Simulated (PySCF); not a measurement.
# Calcium: a sound run and one with changed settings

Sound run: Ca [Ar] 4s2, Ca+ [Ar] 4s1. Computed with PySCF 2.14 in x2c-SVPall, with the spin-free X2C one-electron Hamiltonian (Gaussian nucleus). In the sound run the correlated levels freeze [Ar]. The sound run starts from symmetry-adapted Hartree-Fock orbitals and uses a fine grid where one is needed.

Changed run: initial guess minao, at most 50 SCF cycles.

| species | method | sound run (hartree) | changed run (hartree) | converged |
| --- | --- | --- | --- | --- |
| Ca | UHF | -679.52012 | -679.52012 | yes |
| Ca | TPSS | -680.35650 | -680.35650 | yes |
| Ca | CCSD(T) | -679.54696 | -679.54696 | yes |
| Ca+ | PBE0 | -679.94139 | -679.94139 | yes |

Here the plain start reaches the same solutions.
